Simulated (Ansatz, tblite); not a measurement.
Forces on `c1csc(-c2ccc(-c3ccc(-c4ccc(-c5cccs5)s4)s3)s2)c1` at its PBE-D4/def2-SVP geometry. The state is a singlet with charge 0.

The xTB rows come from tblite. Single mean-field runs in def2-TZVP are fitted with def2-universal-jkfit.

GFN2-xTB (tblite), largest force 0.85 eV/Å:

```xyz
37
positions Å, forces eV/Å
C    -3.058    7.325   -3.553    0.054   -0.254   -0.468
C    -3.072    7.036   -4.905   -0.044    0.265    0.630
S    -2.490    5.438   -5.224   -0.074    0.259    0.281
C    -2.216    5.127   -3.520   -0.083    0.303    0.378
C    -1.692    3.856   -3.081    0.048   -0.212   -0.333
C    -1.338    2.737   -3.836   -0.046    0.183    0.237
C    -0.857    1.658   -3.058   -0.038    0.161    0.265
C    -0.832    1.926   -1.687    0.043   -0.211   -0.354
C    -0.415    1.078   -0.602   -0.045    0.207    0.348
C    -0.379    1.344    0.769    0.036   -0.165   -0.258
C     0.092    0.260    1.544    0.037   -0.172   -0.251
C     0.429   -0.864    0.787   -0.061    0.225    0.324
C     0.935   -2.140    1.219    0.047   -0.272   -0.310
C     1.289   -3.255    0.456   -0.015    0.193    0.215
C     1.760   -4.343    1.226   -0.041    0.173    0.246
C     1.774   -4.089    2.598    0.023   -0.261   -0.397
C     2.181   -4.971    3.669    0.061   -0.536   -0.196
C     2.367   -6.353    3.625   -0.029    0.350    0.096
C     2.783   -6.902    4.870   -0.027    0.429    0.280
C     2.909   -5.946    5.862   -0.014   -0.538   -0.431
S     2.534   -4.363    5.274   -0.029   -0.403   -0.117
S     1.181   -2.473    2.923    0.107   -0.175   -0.277
S     0.149   -0.553   -0.917   -0.030    0.170    0.252
S    -1.418    3.549   -1.377    0.044   -0.169   -0.238
C    -2.573    6.244   -2.765    0.079   -0.267   -0.247
H    -3.389    8.287   -3.140    0.239   -0.689   -0.264
H    -3.393    7.675   -5.737    0.252   -0.502    0.635
H    -1.429    2.711   -4.930    0.063    0.022    0.761
H    -0.532    0.696   -3.478   -0.227    0.671    0.305
H    -0.691    2.310    1.191    0.216   -0.672   -0.306
H     0.190    0.285    2.639   -0.066   -0.026   -0.765
H     1.213   -3.268   -0.640    0.050    0.020    0.761
H     2.108   -5.293    0.798   -0.268    0.671    0.272
H     2.184   -6.948    2.720    0.159    0.396    0.655
H     2.976   -7.970    5.037   -0.144    0.745   -0.144
H     3.205   -6.082    6.910   -0.219    0.111   -0.813
H    -2.484    6.272   -1.670   -0.060   -0.027   -0.773
```

PBE-D4/def2-TZVP (Ansatz), largest force 0.46 eV/Å:

```
C 0.004 -0.038 -0.114
C -0.017 0.054 0.051
S -0.063 0.251 0.359
C -0.038 0.100 0.011
C 0.035 -0.099 -0.026
C -0.024 0.086 0.093
C -0.010 0.056 0.112
C -0.011 -0.001 -0.094
C 0.009 0.000 0.093
C 0.009 -0.058 -0.110
C 0.019 -0.077 -0.094
C -0.025 0.082 0.030
C 0.025 -0.085 -0.030
C -0.021 0.088 0.087
C -0.002 0.058 0.108
C -0.036 0.006 -0.118
C 0.046 -0.094 0.038
C -0.017 0.116 0.041
C 0.001 0.089 0.072
C 0.012 -0.063 -0.009
S 0.006 -0.420 -0.188
S 0.064 -0.241 -0.355
S -0.050 0.221 0.339
S 0.054 -0.227 -0.339
C 0.030 -0.099 -0.095
H 0.096 -0.280 -0.119
H 0.105 -0.208 0.270
H 0.030 -0.004 0.307
H -0.094 0.277 0.113
H 0.091 -0.276 -0.112
H -0.029 0.002 -0.310
H 0.026 -0.002 0.309
H -0.097 0.268 0.121
H 0.053 0.169 0.263
H -0.055 0.311 -0.048
H -0.098 0.041 -0.341
H -0.029 0.000 -0.315
```

r2SCAN-D4/def2-TZVP (Ansatz), largest force 0.74 eV/Å:

```
C 0.011 -0.087 -0.240
C -0.019 0.089 0.159
S -0.101 0.399 0.580
C -0.078 0.213 0.041
C 0.072 -0.208 -0.067
C -0.046 0.159 0.144
C -0.010 0.075 0.197
C -0.021 -0.005 -0.207
C 0.019 0.003 0.205
C 0.008 -0.078 -0.193
C 0.038 -0.145 -0.144
C -0.058 0.182 0.074
C 0.056 -0.188 -0.070
C -0.039 0.154 0.134
C -0.003 0.079 0.192
C -0.051 0.004 -0.248
C 0.077 -0.216 0.072
C -0.031 0.200 0.040
C 0.005 0.194 0.148
C 0.007 -0.143 -0.084
S 0.004 -0.677 -0.295
S 0.106 -0.362 -0.552
S -0.075 0.343 0.527
S 0.084 -0.349 -0.527
C 0.055 -0.175 -0.136
H 0.169 -0.493 -0.212
H 0.177 -0.350 0.460
H 0.049 0.004 0.545
H -0.165 0.486 0.207
H 0.159 -0.486 -0.206
H -0.049 -0.006 -0.548
H 0.043 0.003 0.547
H -0.172 0.475 0.216
H 0.091 0.301 0.459
H -0.098 0.547 -0.083
H -0.164 0.068 -0.579
H -0.047 -0.010 -0.552
```
